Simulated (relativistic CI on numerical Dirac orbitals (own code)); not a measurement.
# Ne: computed level list

These numbers are calculated, not measured: Dirac-Coulomb-Breit CI, orbitals from a KLI potential per configuration, QED by a radiative potential, valence Slater integrals scaled by 0.85, configuration energies shifted to the measured levels that pair with them (semi-empirical) (own radial code, finite nucleus).

Configuration list (outside the closed core 1s2 2s2): 2p6, 2p5 3s, 2p5 3p, 2p5 4s, 2p5 3d, 2p5 4p, 2p5 4d, 2p5 4f. Levels of other configurations are missing.

| No. | Configuration | Term | J | E (cm⁻¹) | % | Landé g | Lifetime (s) |
| --- | --- | --- | --- | --- | --- | --- | --- |
| 1 | 2p6 | 1S | 0 | 0.0 | 100 |  |  |
| 2 | 2p5 3s | 3P° | 2 | 134054.0 | 100 | 1.501 | 1.99e+01 |
| 3 | 2p5 3s | 3P° | 1 | 134461.2 | 93 | 1.464 | 2.20e-08 |
| 4 | 2p5 3s | 3P° | 0 | 134816.7 | 100 |  | 4.45e+02 |
| 5 | 2p5 3s | 1P° | 1 | 135833.1 | 93 | 1.037 | 1.74e-09 |
| 6 | 2p5 3p | 3S | 1 | 148875.7 | 97 | 1.982 | 2.00e-08 |
| 7 | 2p5 3p | 3D | 3 | 149729.0 | 100 | 1.334 | 1.72e-08 |
| 8 | 2p5 3p | 3D | 2 | 149882.9 | 74 | 1.137 | 1.77e-08 |
| 9 | 2p5 3p | 3D | 1 | 150142.4 | 64 | 0.742 | 1.74e-08 |
| 10 | 2p5 3p | 3P | 2 | 150295.1 | 53 | 1.274 | 1.73e-08 |
| 11 | 2p5 3p | 1P | 1 | 150729.0 | 43 | 0.921 | 1.77e-08 |
| 12 | 2p5 3p | 3P | 2 | 150831.6 | 44 | 1.257 | 1.73e-08 |
| 13 | 2p5 3p | 3P | 0 | 150855.9 | 99 |  | 1.56e-08 |
| 14 | 2p5 3p | 3P | 1 | 150965.7 | 65 | 1.357 | 1.68e-08 |
| 15 | 2p5 3p | 1S | 0 | 153810.9 | 92 |  | 1.12e-08 |
| 16 | 2p5 4s | 3P° | 2 | 158590.9 | 100 | 1.501 | 4.04e-08 |
| 17 | 2p5 4s | 3P° | 1 | 158809.8 | 61 | 1.303 | 9.03e-09 |
| 18 | 2p5 4s | 3P° | 0 | 159354.0 | 100 |  | 4.05e-08 |
| 19 | 2p5 4s | 1P° | 1 | 159544.8 | 61 | 1.197 | 6.33e-09 |
| 20 | 2p5 3d | 3P° | 0 | 161533.3 | 100 |  | 1.86e-08 |
| 21 | 2p5 3d | 3P° | 1 | 161550.7 | 84 | 1.409 | 1.42e-08 |
| 22 | 2p5 3d | 3F° | 4 | 161598.3 | 100 | 1.250 | 1.91e-08 |
| 23 | 2p5 3d | 1F° | 3 | 161605.3 | 55 | 1.038 | 1.96e-08 |
| 24 | 2p5 3d | 3P° | 2 | 161616.3 | 62 | 1.349 | 1.92e-08 |
| 25 | 2p5 3d | 1P° | 1 | 161657.3 | 58 | 0.824 | 7.80e-09 |
| 26 | 2p5 3d | 1D° | 2 | 161691.7 | 43 | 0.952 | 1.98e-08 |
| 27 | 2p5 3d | 3D° | 3 | 161693.2 | 72 | 1.251 | 1.99e-08 |
| 28 | 2p5 3d | 3F° | 2 | 162393.6 | 71 | 0.781 | 1.94e-08 |
| 29 | 2p5 3d | 3F° | 3 | 162397.3 | 40 | 1.128 | 1.96e-08 |
| 30 | 2p5 3d | 3P° | 2 | 162402.9 | 38 | 1.252 | 1.95e-08 |
| 31 | 2p5 3d | 3D° | 1 | 162424.8 | 59 | 0.767 | 1.11e-08 |
| 32 | 2p5 4p‡ | 3S | 1 | 162766.7 | 85 | 1.906 | 1.40e-07 |
| 33 | 2p5 4p‡ | 3D | 3 | 162926.6 | 100 | 1.334 | 9.94e-08 |
| 34 | 2p5 4p‡ | 3D | 2 | 162991.4 | 58 | 1.122 | 1.14e-07 |
| 35 | 2p5 4p‡ | 1P | 1 | 163085.7 | 49 | 0.990 | 1.08e-07 |
| 36 | 2p5 4p‡ | 3P | 2 | 163111.1 | 72 | 1.365 | 8.47e-08 |
| 37 | 2p5 4p‡ | 3P | 0 | 163579.6 | 97 |  | 6.59e-08 |
| 38 | 2p5 4p‡ | 3D | 1 | 163729.6 | 74 | 0.670 | 1.03e-07 |
| 39 | 2p5 4p‡ | 3D | 2 | 163779.0 | 40 | 1.180 | 1.06e-07 |
| 40 | 2p5 4p‡ | 3P | 1 | 163786.8 | 58 | 1.436 | 9.25e-08 |
| 41 | 2p5 4p‡ | 1S | 0 | 165704.6 | 91 |  | 1.83e-08 |
| 42 | 2p5 4d | 3P° | 0 | 166972.5 | 100 |  | 4.02e-08 |
| 43 | 2p5 4d | 3P° | 1 | 166982.4 | 84 | 1.399 | 3.16e-08 |
| 44 | 2p5 4d | 3F° | 4 | 167000.0 | 100 | 1.250 | 4.71e-08 |
| 45 | 2p5 4d | 1F° | 3 | 167004.3 | 54 | 1.038 | 5.35e-08 |
| 46 | 2p5 4d | 3P° | 2 | 167011.9 | 55 | 1.322 | 4.66e-08 |
| 47 | 2p5 4d | 1P° | 1 | 167035.4 | 56 | 0.796 | 1.73e-08 |
| 48 | 2p5 4d | 1D° | 2 | 167042.7 | 45 | 0.967 | 5.54e-08 |
| 49 | 2p5 4d | 3D° | 3 | 167043.5 | 75 | 1.261 | 5.55e-08 |
| 50 | 2p5 4d | 3F° | 2 | 167776.8 | 75 | 0.766 | 4.95e-08 |
| 51 | 2p5 4d | 3F° | 3 | 167779.1 | 43 | 1.118 | 5.30e-08 |
| 52 | 2p5 4d | 3P° | 2 | 167779.7 | 45 | 1.279 | 4.83e-08 |
| 53 | 2p5 4d | 3D° | 1 | 167794.8 | 53 | 0.805 | 2.38e-08 |
| 54 | 2p5 4f‡ | 3D | 1 | 168640.5 | 100 | 0.499 | 3.11e-08 |
| 55 | 2p5 4f‡ | 3D | 2 | 168640.6 | 60 | 1.101 | 3.11e-08 |
| 56 | 2p5 4f‡ | 3G | 5 | 168646.8 | 100 | 1.200 | 3.11e-08 |
| 57 | 2p5 4f‡ | 1G | 4 | 168646.8 | 56 | 1.022 | 3.11e-08 |
| 58 | 2p5 4f‡ | 3D | 3 | 168653.9 | 46 | 1.180 | 3.11e-08 |
| 59 | 2p5 4f‡ | 3F | 2 | 168654.0 | 54 | 0.850 | 3.10e-08 |
| 60 | 2p5 4f‡ | 1F | 3 | 168660.4 | 42 | 0.961 | 3.10e-08 |
| 61 | 2p5 4f‡ | 3F | 4 | 168660.4 | 74 | 1.193 | 3.10e-08 |
| 62 | 2p5 4f‡ | 3G | 3 | 169415.0 | 74 | 0.823 | 3.11e-08 |
| 63 | 2p5 4f‡ | 3G | 4 | 169415.0 | 41 | 1.086 | 3.11e-08 |
| 64 | 2p5 4f‡ | 3D | 3 | 169415.2 | 54 | 1.203 | 3.11e-08 |
| 65 | 2p5 4f‡ | 3F | 2 | 169415.2 | 46 | 0.882 | 3.10e-08 |

Energies count from the lowest computed level; ° marks odd parity; lifetimes are radiative, by E1, M1, E2, M2, E3 decay to levels of this space only. ‡ marks configurations that were not tied to measured data.

The mean weight of the leading LS term, summed over parents, in these 65 levels is 70 %, and that of the leading jj configuration (from the same eigenvectors) 85 %, so jj coupling describes them better and the LS labels are nominal.

Configurations whose levels could be paired with our table of measured levels were shifted onto them, all but the ground configuration, by the median error of their levels; single terms can still be off by 1,000 to 2,000 cm⁻¹ or more, and rates follow the energies as ν³ (E1, M1) or ν⁵ (E2). The others borrow a shift and can be off by several thousand cm⁻¹ or more. The fine structure of a lone outer electron comes out too small, for d and f at times inverted, and misplaced configurations move strength between like terms. 31 of the 32 excited levels that our extract of the measured tables holds in this range could be paired (the sources list more); they are missed by 69 cm⁻¹ on average and 840 at most, after the shifts were fitted to these levels, and levels without a partner can miss by more.

LS names give the leading component of a level, which can be under half, so a name can repeat, a term be missing and a line seem to break the LS rules.
